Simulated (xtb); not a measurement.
B(OH) (BHO), SMILES [B]O (connectivity only; charge and spin as stated), neutral, multiplicity 1. All values are semi-empirical tight-binding results from xtb (GFN2-xTB unless named), good for trends rather than for accurate numbers. Coordinates come from a GFN2-xTB optimisation.

```
Quantity                                         Result
----------------------------------------  -------------
point group as xtb finds it                         C∞v
orbital gap                                     4.36 eV
dipole moment                                    4.19 D
zero-point energy                          9.1 kcal/mol
G − E(el) at 298.15 K (modified RRHO)     -3.2 kcal/mol
static polarisability (D4 model)             24.2 bohr³
solvation energy, GFN2-xTB/ALPB(water)    -4.9 kcal/mol
solvation energy, GFN2-xTB/ALPB(benzene)  -2.2 kcal/mol
```

Question: Give the IR lines (harmonic; lines under 4 % of the strongest left out, lines within 3 cm⁻¹ merged). (An estimate is asked for; the answer gives what the named calculation found.)

Answer: ν (cm⁻¹): 525 (vs), 1736 (w) (against the strongest line: vs over 80 %, s over 45 %, m over 15 %, w over 4 %, vw less)
